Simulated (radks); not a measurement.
Results of a calculation; reference values are marked as such.
Species: Pb V. Configuration: [Xe] 4f14 5d10.

Level of theory: scalar-relativistic Kohn-Sham, exchange-only LDA, spin-unpolarised, spherical densities, point nucleus (a radial shooting solver on a logarithmic mesh with Libxc functionals).

Energy parts (Ry):
| part | energy |
|---|---|
| total | -41717.4325 |
| kinetic | 47171.2904 |
| electron-nucleus | -103986.4662 |
| Hartree | 15828.7813 |
| exchange | -731.0381 |

Orbitals (lengths in bohr, moments of r in powers of bohr; r(max) is where P^2 peaks):
orbital  occ.  eigenvalue (Ry)    r(max)      <r>
1s          2        -6475.823  0.009846  0.01605
2s          2        -1160.725   0.05718  0.06762
2p          6        -996.2685   0.04762  0.06145
3s          2        -280.8124    0.1613   0.1747
3p          6        -233.6734    0.1614   0.1766
3d         10        -185.5544    0.1314   0.1600
4s          2        -65.77086    0.3624   0.3845
4p          6        -50.32202    0.3825   0.4103
4d         10        -32.44917    0.3885   0.4313
4f         14        -12.70218    0.3493   0.4539
5s          2        -13.52328    0.7878   0.8522
5p          6         -9.22228    0.8808   0.9743
5d         10         -4.42375     1.068    1.264

The highest occupied level is 5d at -60.188 eV. Summed over all electrons, <r^2> = 34.14 bohr^2, which gives a Langevin (diamagnetic) susceptibility term of -27 x 10^-6 cm^3/mol.
